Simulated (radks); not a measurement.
The numbers below are computed, except where a source is named.
Q: Species: Xe I. Configuration: [Xe]. Code: a radial shooting solver on a logarithmic mesh with Libxc functionals. Model: non-relativistic Kohn-Sham, PBE, spin-polarised, spherical densities, point nucleus; relativity is left out, which matters for an element this heavy. Some entries of the table are withheld. Estimate them.

| orbital | occ. | eigenvalue (hartree) | r(max) (bohr) |
|---|---|---|---|
| 1s | 2 | -1209.944 | 0.01864 |
| 2s | 2 | -183.4753 | 0.1029 |
| 2p | 6 | -172.6537 | 0.08039 |
| 3s | 2 | -37.45699 | 0.2923 |
| 3p | 6 | -32.88025 | 0.2789 |
| 3d | 10 | -24.37066 | 0.2267 |
| 4s | 2 | -6.69786 | 0.6885 |
| 4p | 6 | -5.07314 | 0.7054 |
| 4d | 10 | -2.28400 | 0.7458 |
| 5s | 2 | (1) | 1.696 |
| 5p | 6 | -0.30464 | (2) |

A: 
(1) 5s eigenvalue (hartree): -0.66464
(2) 5p r(max) (bohr): 1.935
